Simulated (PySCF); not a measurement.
## Working out the excitation energy of Rh

Rh [Kr] 4d8 5s1 (4F) → Rh [Kr] 4d8 5p1 (high-spin determinant). Calculation: PySCF 2.14, in def2-TZVPPD with the def2 core potential (28 electrons) (6s4p3d2f1g, 56 functions); scalar relativity through the core potential. Frozen: nothing. Energies in hartree (1 hartree = 27.21139 eV):

```tsv
part	Rh (lower)	Rh (upper)
UHF	-109.745327	-109.632507
MP2 opposite-spin	-0.353840	-0.341439
MP2 same-spin	-0.173212	-0.162374
```

What does Hartree-Fock give?

(-109.632507) − (-109.745327) = 0.112820 hartree = 3.070 eV.

What do MP2 and SCS-MP2 (6/5 opposite-spin, 1/3 same-spin) give?

The opposite-spin parts differ by 0.337 eV and the same-spin parts by 0.295 eV. MP2: 3.070 + (0.337) + (0.295) = 3.702 eV. SCS-MP2: 3.070 + 1.2 × (0.337) + (0.295)/3 = 3.573 eV.

One determinant mixes LS terms, so it does not stand for a single term.
